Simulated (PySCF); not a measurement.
Identify the compound

An unknown has the formula C6H18BN3. Its calculated NMR data are:

¹H NMR (600 MHz, computed): δ 2.47 (s, 18H).

¹³C{¹H} NMR (computed): δ 40.1 (CH3).

A single conformation, equivalent nuclei averaged, no relativistic terms, no solvent. PBE0/pcSseg-1 with gauge-including orbitals; coordinates at the PBE0-D3(BJ)/def2-SVP level; PySCF 2.14.

Referencing at the same level of theory: ¹H and ¹³C vs TMS.

Task: Propose a structure and justify it.

Result: 
1 carbon signal for 6 carbons: some carbons are equivalent by symmetry or fast rotation. Carbon types of the structure: 6 × CH3, which accounts for all hydrogens. δC 40.1: methyl carbon bonded to N; deshielded by the electronegative neighbour. δH 2.47: hydrogen on a methyl carbon bonded to N; its carbon carries N, an electronegative neighbour.

These data were computed for `CN(C)B(N(C)C)N(C)C`.

The shifts were computed for this structure.

Shifts are as computed. Against solution values, carbons near 30 ppm lie about +2 ppm off and those near 130 ppm about +5 ppm. Of 1211 compounds with measured shifts, 218 miss one by over three times the rms of a fit or turn the order of signals round; such compounds aren't used in these exercises.
